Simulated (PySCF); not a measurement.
**Static response to an electric field**

Compound: C₆H₇BFN.
Geometry (PBE0-D3(BJ)/def2-SVP, Å), atoms numbered from 1 in this order:
```
atom  x, y, z in Å
B1     2.9436   -0.1960   -0.4528
N2     1.7233   -0.7740   -0.0846
C3     0.4231   -0.2488   -0.0888
C4     0.1461    1.0574   -0.5149
C5    -1.1620    1.5284   -0.4989
C6    -2.2201    0.7294   -0.0659
C7    -1.9258   -0.5608    0.3521
F8    -2.9108   -1.3529    0.7724
C9    -0.6305   -1.0604    0.3479
H10    3.9349   -0.8773   -0.3525
H11    2.9944    0.9394   -0.8536
H12    1.7487   -1.7324    0.2459
H13    0.9574    1.6987   -0.8576
H14   -1.3645    2.5484   -0.8338
H15   -3.2509    1.0852   -0.0480
H16   -0.4576   -2.0839    0.6881
```

Level: B3LYP/def2-SVPD (PySCF), static field, nuclei fixed, core orbitals frozen in the response. The polarisability tensor in these axes (au):

```
x   134.79  -6.37  -8.87
y    -6.37  93.53 -12.87
z    -8.87 -12.87  60.58
```

Problem. Diagonalise the tensor; give its mean and Δα, where Δα² is half the sum of the squared differences of the eigenvalues.

Solution. Principal values 54.78, 97.71 and 136.41 au; mean 96.30 au = 14.27 Å³ = 15.88 × 10⁻⁴⁰ C²·m²/J; Δα = 70.73 au (73 % of the mean).

Problem. What is the dipole moment, and where does it point?

Solution. (0.26, 0.05, -0.06) D, 0.27 D in size, pointing from the negative to the positive side. Measured along this direction, the outermost atoms are F8 at the negative end and H10 at the positive end.

Problem. What depolarisation ratio follows for Rayleigh scattering of linearly polarised light, taking the static tensor?

Solution. ρ = 3Δα²/(45ᾱ² + 4Δα²) = 15006.3/(417300 + 20008.4) = 0.0343.

Problem. In a dilute gas of rigid molecules at 273 K, how does the orientational term μ²/3kT compare with the electronic polarisability?

Solution. In Gaussian units μ²/3kT = 0.64 Å³ against 14.27 Å³, a ratio of 0.05; the Debye molar polarisation (4π/3)N_A(α + μ²/3kT) is 37.6 cm³/mol, leaving out the vibrational part.

Problem. Find the Langevin capture rate constant for H3+ (3.023 u) meeting this molecule (123.066 u), k = 2.342 × 10⁻⁹ cm³/s × √(α in Å³ / reduced mass in u).

Solution. The reduced mass is 2.95 u, so k = 5.15 × 10⁻⁹ cm³/s.

One conformer (not necessarily the lowest) at the PBE0-D3(BJ)/def2-SVP geometry, without solvent, vibrations or thermal averaging.

The run behind these numbers computed excited states as well. Cost: about 2.1 min of CPU time on one thread; the machine was shared, so the figure is rough.
